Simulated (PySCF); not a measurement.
bromine (Br2), SMILES BrBr.

Coordinates come from a PBE-D3(BJ)/def2-TZVP optimisation.

These are SMD-M06-2X/6-31G* run with PySCF values and carry that method's errors.

Solvation free energies are E(SMD) − E(gas) at the gas-phase geometry, for 1 M in both phases. Bromine has the revised SMD18 radius of 2.60 Å. In vacuum the dipole moment is 0.00 D.

Computed solvation free energies in water, dichloromethane, benzene:
| solvent | ΔG(solv) (kcal/mol) | its non-electrostatic (CDS) part | dipole (D) |
|---|---|---|---|
| water | -1.3 | -0.8 | 0.00 |
| dichloromethane | -4.2 | -3.8 | 0.00 |
| benzene | -4.4 | -4.2 | 0.00 |
